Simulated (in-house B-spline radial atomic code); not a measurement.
Configurations of Ce2+, with energies counted from [Xe] 4f2. Level of theory: scalar-relativistic (X2C) B3LYP, spin-polarised, spherical fractional occupations, exact exchange averaged over the configuration, Fermi nucleus of rms radius 4.8771 fm; calculated with a B-spline radial code for spherical atoms. Shells without spins written out take the highest spin.

Occupations are held fixed; configurations that lie above the ionisation limit could autoionise.

```json
{"configuration": "[Xe] 4f1 5d1", "E - E(ref) (eV)": "1.1166", "highest orbital": "5d up", "its <r> (bohr)": "2.54"}
{"configuration": "[Kr] 4d10 4f2 5s2 5p5 5d1", "E - E(ref) (eV)": "18.994", "highest orbital": "5d up", "its <r> (bohr)": "2.565"}
{"configuration": "[Kr] 4d9 4f3 5s2 5p6", "E - E(ref) (eV)": "102.31", "highest orbital": "4f up", "its <r> (bohr)": "1.117"}
{"configuration": "[Kr] 4d9 4f2 5s2 5p6 6p1", "E - E(ref) (eV)": "110.78", "highest orbital": "6p up", "its <r> (bohr)": "4.243"}
```

Problem. Order these further configurations by energy, lowest first.
A. [Kr] 4d9 4f2 5s2 5p6 6s1
B. [Xe] 4f1 6d1
C. [Kr] 4d9 4f2 5s2 5p6 6d1
D. [Xe] 4f1 6p1
E. [Kr] 4d10 4f2 5s2 5p5 6s1

Solution. D (6.3693 eV), B (11.214 eV), E (20.337 eV), A (106.85 eV), C (115.66 eV).
